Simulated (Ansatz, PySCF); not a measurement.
Caution: the highest occupied level lies above zero, a sign of self-interaction error and of too few diffuse functions. Caution: the restricted solution is unstable towards spin-unrestricted or complex orbitals, so a lower solution exists and this singlet may not be the ground state. This singlet is an excited state, 0.27 eV above the relaxed triplet at the level frozen-core CCSD(T)/aug-cc-pVTZ // PBE-D3(BJ)/def2-SVPD (Ansatz, a first-principles code).

Cartesian coordinates (Å):
SMILES: [SiH3][BH-]
```xyz
6

B      1.4727    -0.6657     0.3047
Si    -0.4061     0.0938     0.1430
H      2.1843     0.0439    -0.4407
H     -1.3942    -0.2498     1.2583
H     -0.9317    -0.7401    -1.0340
H     -0.9251     1.5179    -0.2313
```
Charge -1, spin multiplicity 1.

Predict the HOMO and total energy from PBE-D3(BJ)/def2-TZVPD // PBE-D3(BJ)/def2-SVPD run with PySCF.


```json
{
 "HOMO": "1.34 eV",
 "total_energy": "-316.4647 Ha"
}
```
